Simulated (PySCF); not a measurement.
C₄H₆OSe, SMILES C=C=COC[SeH].

The structure is a stationary point at B3LYP-D3(BJ)/def2-SVP. The structure was generated by enumeration, and PubChem lists no compound with its InChIKey, so it may never have been made. Other conformers were not sampled.

The numbers are results of PySCF with r2SCAN/def2-TZVP, not measurements.

Isolated molecule, no solvent.

```json
{
  "total_energy": "-2632.66696 hartree",
  "highest_occupied_level": "-5.69 eV",
  "lowest_empty_level": "-1.13 eV",
  "orbital_gap": "4.56 eV",
  "dipole_moment": "0.79 D",
  "quadrupole, principal values (traceless, Buckingham form, about the centre of nuclear charge)": "-6.08, 1.94, 4.14 D·Å",
  "mean_static_polarisability": "87.2 bohr³ (12.93 Å³)",
  "polarisability_principal_values": "59.3, 70.2, 132.2 bohr³"
}
```
